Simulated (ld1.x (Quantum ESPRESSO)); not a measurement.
## tellurium (Te): from the effect back to the setting (TM)

Base potential:

```json
{
 "Element": "Te (Z = 52)",
 "Generator": "ld1.x (Quantum ESPRESSO) 7.5",
 "Type": "norm-conserving Troullier–Martins (Kleinman–Bylander form)",
 "Functional": "PBE",
 "Relativity": "fully relativistic",
 "Frozen core": "[Kr] 4d10",
 "Valence charge": "6",
 "Reference configuration": "5s2 5p4",
 "Partial waves": "5p (bound): rc 1.95 bohr; 5s (bound): rc 1.90 bohr",
 "Local potential": "the s channel",
 "Core correction": "none"
}
```

Open shells are filled in proportion to 2j + 1 (rel_dist='average').

Cutoffs, loose and tight: the cutoffs (Ry, on a coarse ladder) from which the occupation-weighted sum of valence levels, in a spherical-Bessel basis at the reference potential, stays within 10 and 1 mRy of its value at 400 Ry. They do not see the model core or the augmentation charge, which bear on the density cutoff. Test errors are all-electron minus pseudo excitation energies from the reference, over the configurations 5s2 5p3; 5s2 5p2; 5s2 5p1; 5s2 5p0; 5s2 5p3.5; 5s2 5p4.3; 5s1 5p5; variants that change the core or the reference have their own tests.

Only the s radius is moved:

```tsv
s radius (bohr)	cutoff, loose	cutoff, tight	bound ghosts	largest test error (meV)
1.24	140 Ry	230 Ry	p3/2, p1/2, s (extra level of the local part)	+403
1.56	35 Ry	70 Ry	none	-26
1.94	30 Ry	45 Ry	none	-36
2.18	25 Ry	40 Ry	none	-24
2.82	15 Ry	35 Ry	none	+261
```

Question: One more run gave cutoff, loose: 21 Ry; cutoff, tight: 35 Ry; bound ghosts: none; largest test error (meV): +98. Which value of the s radius was used?

Answer: 2.44 bohr. The loose cutoff moves one way along this sweep, from 140 Ry at 1.24 to 15 Ry at 2.82 bohr, which places the run between 2.18 and 2.82 bohr.
